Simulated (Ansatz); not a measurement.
Isolated molecules relaxed with PBE0-D4/def2-TZVP in Ansatz; ΔE leaves out vibrations. CCSD(T)/CBS is the MP2 limit (def2-TZVPP, def2-QZVPP) plus CCSD(T) − MP2 in def2-TZVPP, frozen cores. This one scheme is used for every species. Functionals use def2-TZVPP. Each species was taken in one conformer, which may not be the lowest.

Reaction (hydrogenolysis of a C–C bond): `O=CC[SiH](O)Cl` + H₂ → `C[SiH](O)Cl` + `C=O`

`O=CC[SiH](O)Cl`:

```xyz
11

O    -1.413   -2.276    0.362
C    -0.935   -1.315    0.903
C    -0.862    0.042    0.287
Si    0.775    0.348   -0.560
O     0.721    1.897   -1.073
Cl    2.302    0.078    0.793
H    -0.488   -1.400    1.916
H    -1.639    0.149   -0.475
H    -0.970    0.823    1.046
H     1.030   -0.602   -1.663
H     1.479    2.256   -1.537
```

H₂:

```xyz
2

H     0.284   -0.023   -0.241
H    -0.284    0.023    0.241
```

`C[SiH](O)Cl`:

```xyz
9

C     0.255   -0.411    1.086
Si   -0.512    0.211   -0.481
O     0.291   -0.261   -1.826
Cl   -0.553    2.273   -0.377
H    -0.334   -0.097    1.950
H     0.302   -1.503    1.075
H     1.269   -0.021    1.209
H    -1.899   -0.259   -0.668
H     1.181    0.068   -1.967
```

`C=O`:

Cartesian coordinates in Å:
```
C 0.001 0.000 -0.005
O -0.170 -0.101 1.174
H 1.014 0.084 -0.447
H -0.845 0.016 -0.722
```

```
         species  PBE0-D4 energy (Eh)
`O=CC[SiH](O)Cl`           -979.06776
              H₂             -1.16855
   `C[SiH](O)Cl`           -865.82545
           `C=O`           -114.42005
```

Q: Work out ΔE.

A: ΔE = (-865.82545) + (-114.42005) − (-979.06776) − (-1.16855) = -0.00919 Eh = -24.1 kJ/mol. CCSD(T)/CBS gives -28.4 kJ/mol.

Largest T1 diagnostic among the species: 0.015.

The D4 term adds +10.0 kJ/mol with B3LYP and +5.6 kJ/mol with PBE0; it sums over pairs of atoms, weighted by their polarisabilities, and B3LYP, whose exchange is more repulsive, gets the larger term. From PBE to PBE0 (25 % exact exchange), in def2-TZVPP and without D4, ΔE moves by −3.9 kJ/mol. In def2-TZVPP, CCSD(T) changes the Hartree–Fock value by +19.7 kJ/mol (the triples alone add +5.1 kJ/mol) and MP2 by +25.1 kJ/mol.

B3LYP here is the variant with VWN-RPA as its local correlation; programs differ in this.
